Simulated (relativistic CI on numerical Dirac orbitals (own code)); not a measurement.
# Ru⁶⁺: M2,3 absorption edge

Computed with this model: Dirac-Coulomb-Breit CI, separate exchange-only KLI orbitals for each configuration, QED by a radiative potential, multiplet model of core-to-valence dipole absorption, unscaled Slater integrals; configurations [Kr] 4d2 → [Ne] 3s2 3p5 3d10 4s2 4p6 4d3; 300 K; Lorentzian 2 eV and Gaussian 0.4 eV FWHM. Energies are those of the free ion, without screening or charge transfer. The branching ratio is the share of the lower-energy edge in the whole absorption, uncertain by about 0.02 where the edges overlap. S is read from ⟨S²⟩ = S(S + 1).

Field parameters in Wybourne normalisation: Td as Oh with Dq negative (B⁴₀ = 21Dq, B⁴₄ = √(5/14) B⁴₀). The field is a parameter set, without covalency.

Case Td, 10Dq = -18050 cm⁻¹, the dichroism is that of the ground state at zero temperature, magnetised by exchange field 10 meV on Sz. The dichroism I(Δm = −1) − I(Δm = +1), over the sum of the three polarisations, integrates to -0.0082 on the lower edge and 0.0256 on the upper edge. The branching ratio is 0.735.

Question: Use the orbital sum rule with 8 holes to get ⟨Lz⟩.

Answer: For a p → d edge ⟨Lz⟩ = 2 × n_h × (sum of both integrals) in this sign convention = 0.28; the ground state itself has ⟨Lz⟩ = 0.35 and ⟨Sz⟩ = -0.99. The rule assumes one radial integral for both edges, which relativistic orbitals only approach.
